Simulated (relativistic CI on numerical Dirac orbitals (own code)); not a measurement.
**Sensitivity of the levels of Rb XXII to α and to the nuclear radius**

Computed by Dirac-Coulomb-Breit CI, separate exchange-only KLI orbitals for each configuration, derivatives by finite differences, unscaled Slater integrals, QED left out (own radial code, finite nucleus).

Configuration list (outside the closed core [Ne]): 3s²3p⁴, 3s3p⁵, 3s²3p³3d, 3p⁶, 3s3p⁴3d, 3p⁵3d, 3p⁴3d², 3p³3d³. Double excitations out of closed p, d and f shells are left out; levels of such configurations are missing from the list, as are those of other unlisted configurations, and high levels can miss mixing partners.

With x = (α/α₀)² − 1 an excitation energy changes as ω = ω₀ + qx; K = 2q/ω₀ is the relative enhancement. Terms are leading LS components, so labels can repeat. The field-shift factor is F = δν/δ⟨r²⟩ for the transition from the lowest level.

Lowest level 3s²3p⁴ ³P2.

```tsv
Level	ω₀ (cm⁻¹)	q (cm⁻¹)	K	F (GHz/fm²)
3s²3p⁴ ³P0	56905	21310	0.749	-0.56
3s²3p⁴ ³P1	90319	103400	2.29	-1
3s²3p⁴ ¹D2	131055	99100	1.51	-0.927
3s²3p⁴ ¹S0	262458	187300	1.43	-3.22
3s3p⁵ ³P°2	591761	115100	0.389	-80.1
3s3p⁵ ³P°1	635260	135600	0.427	-74.4
3s3p⁵ ³P°0	685466	198600	0.579	-72.2
3s²3p³3d ⁵D°2	739778	33670	0.091	0.979
3s²3p³3d ⁵D°3	741784	41850	0.113	1.57
3s²3p³3d ⁵D°0	747631	69380	0.186	-6.43
3s²3p³3d ⁵D°1	750001	74370	0.198	-6.05
3s²3p³3d ⁵D°4	756439	62400	0.165	1.58
3s3p⁵ ¹P°1	759814	168200	0.443	-54.3
3s²3p³3d ⁵D°2	781288	63350	0.162	0.289
3s²3p³3d ³D°3	821192	95530	0.233	1.25
3s²3p³3d ³D°1	829802	101100	0.244	1.05
3s²3p³3d ³F°2	832201	101400	0.244	0.771
3s²3p³3d ¹S°0	843561	92670	0.22	1.25
3s²3p³3d ³F°3	845281	111500	0.264	1.15
3s²3p³3d ³G°3	858841	82730	0.193	1.45
3s²3p³3d ³G°4	860581	116200	0.27	1.09
3s²3p³3d ³F°4	883597	111300	0.252	1.43
3s²3p³3d ¹G°4	897709	114300	0.255	1.22
```

At this charge energies of transitions that change n are usually good to better than 1 %, and those within a shell (Δn = 0) to a few per cent.
